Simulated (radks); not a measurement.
Ionisation of neutral praseodymium, [Xe] 4f3 6s2, to [Xe] 4f3 6s1 as the strength of local exchange is varied. Method: scalar-relativistic Kohn-Sham, Slater X-alpha exchange (alpha = 2/3 is LDA exchange), no correlation, spin-polarised, spherical densities, point nucleus; open shells are filled with parallel spins first (spin-orbit coupling, left out, can overturn this in heavy ions); computed with a radial shooting solver on a logarithmic mesh with Libxc functionals.

alpha,E(Pr) (hartree),exchange (hartree),IE (eV),-e of the level emptied (eV),<r> of it (bohr)
0.653,-9220.7388,-198.9931,4.528,2.628 (6s),4.683
0.667,-9225.0199,-203.3569,4.579,2.680 (6s),4.666
0.705,-9236.6502,-215.2207,4.720,2.827 (6s),4.617
0.717,-9240.3261,-218.9730,4.765,2.875 (6s),4.601
0.829,-9274.7058,-254.1300,5.210,3.347 (6s),4.454
0.871,-9287.6314,-267.3773,5.384,3.533 (6s),4.400
0.912,-9300.2666,-280.3426,5.558,3.719 (6s),4.349
1.027,-9335.7977,-316.8846,6.063,4.264 (6s),4.210

NIST Atomic Spectra Database: 5.470 eV (semi-empirical). The Delta-SCF value meets it near alpha = 0.89. Open shells are spherical and high-spin; term and fine-structure splittings are not resolved. Spin-orbit splitting is averaged out at the scalar-relativistic level.
